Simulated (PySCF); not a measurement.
## Structure from 2D NMR

Compound of formula C$_{8}$H$_{9}$NSi. Correlations simulated from computed shifts and the bond graph:

HSQC (one-bond C–H):
```
  δH     δC
7.29  159.2
6.27  123.0
6.14  137.3
5.99  137.3
2.27    5.5
```

COSY cross peaks (H two or three bonds apart, from the bond graph; peaks can be absent where the dihedral angle is near 90°):
```
  δH    δH
7.29  6.27
6.27  4.84
6.14  5.99
```

HMBC (two and three bonds, from the bond graph):
```
  δH                         δC
7.29  137.5, 137.3, 123.0, 82.4
6.27        159.2, 137.5, 123.1
6.14         159.2, 137.5, 82.4
5.99         159.2, 137.5, 82.4
4.84        159.2, 123.1, 123.0
2.27                100.4, 82.4
```

Carbons without hydrogens: δ 137.5, 123.1, 100.4, 82.4.

PySCF calculation with coordinates at the GFN2-xTB level and shielding tensors at PBE0/pcSseg-1 (GIAO); fast rotation and ring inversion assumed for equivalent nuclei, gas phase, a single conformation, relativity neglected.

References, each an isolated molecule treated in the same way: TMS for 1H and 13C.

Exchangeable hydrogens are left out of these lists.

Question: Assemble the structure.

Answer: `C=C(C#CC)/C=C/[SiH2]C#N`.

Numbering as in the mapped SMILES `[CH2:1]=[C:2]([C:3]#[C:4][CH3:5])/[CH:6]=[CH:7]/[SiH2:8][C:9]#[N:10]` (H(Xn): hydrogen on atom n). Ha(C1) is cis to C3; Hb(C1) is trans to C3.

1. δC 159.2 is C6, an alkene CH (δH 7.29).
2. δC 137.5 is C2, a fully substituted alkene carbon.
3. δC 137.3 is C1, a terminal =CH2 carbon (δH 5.99, 6.14).
4. δC 123.1 is C9, a nitrile carbon.
5. δC 123.0 is C7, an alkene CH (δH 6.27).
6. δC 100.4 is C4, an alkyne carbon.
7. δC 82.4 is C3, an alkyne carbon.
8. δC 5.5 is C5, a propargylic methyl carbon (δH 2.27).
9. HMBC from δH 7.29 reaches the proton-free carbons C2, C3.
10. HMBC from δH 6.27 reaches the proton-free carbons C2, C9.
11. HMBC from δH 6.14 reaches the proton-free carbons C2, C3.
12. HMBC from δH 5.99 reaches the proton-free carbons C2, C3.
13. COSY links 7.29–6.27, 6.27–4.84, 6.14–5.99.

This is the structure that produced the data.

Shifts are as computed. Against solution values, carbons near 30 ppm lie about +3 ppm off and those near 130 ppm about +5 ppm. Of 1309 compounds with measured shifts, 239 miss one by over three times the rms of a fit or turn the order of signals round; such compounds aren't used in these exercises.
